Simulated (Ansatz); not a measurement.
Start from `C=[C]([GeH3])Br` and change one atom or group to get `C=C(Br)BC`.

Ansatz, PBE0-D4/def2-TZVP geometries, multiplicity 1. Each molecule was computed in one conformer, which needn't be the lowest.

Scalar relativity is left out up to krypton. Spin–orbit coupling is left out; it splits and shifts lone-pair levels of the heavy atoms by tenths of an eV.

| property | `C=[C]([GeH3])Br` |
| --- | --- |
| size of the dipole moment (PBE/def2-TZVPP) / D | 1.31 |
| size of the dipole moment (B3LYP/def2-TZVPP) / D | 1.42 |
| LUMO energy (ωB97M-V/def2-TZVPP) / eV | 1.45 |
| HOMO–LUMO gap (ωB97M-V/def2-TZVPP) / eV | 11.10 |
| LUMO energy (B3LYP/def2-TZVPP) / eV | -0.87 |
| HOMO energy (ωB97M-V/def2-TZVPP) / eV | -9.65 |

Problem. Give the same properties after the change, and the shifts. (An estimate is asked.)

Solution. Computed: 
| property | `C=C(Br)BC` | shift |
| --- | --- | --- |
| size of the dipole moment (PBE/def2-TZVPP) / D | 1.16 | -0.15 |
| size of the dipole moment (B3LYP/def2-TZVPP) / D | 1.29 | -0.13 |
| LUMO energy (ωB97M-V/def2-TZVPP) / eV | 0.01 | -1.44 |
| HOMO–LUMO gap (ωB97M-V/def2-TZVPP) / eV | 9.69 | -1.41 |
| LUMO energy (B3LYP/def2-TZVPP) / eV | -2.23 | -1.36 |
| HOMO energy (ωB97M-V/def2-TZVPP) / eV | -9.68 | -0.03 |

With PBE0 the HOMO falls by 0.05 eV and the LUMO falls by 1.38 eV, so the gap narrows by about 1.33 eV. PBE moves the HOMO by -0.06 eV and ωB97M-V by -0.03 eV. Dipoles are sizes alone; their direction can turn.

B3LYP here is the variant with VWN-RPA as its local correlation; programs differ in this.
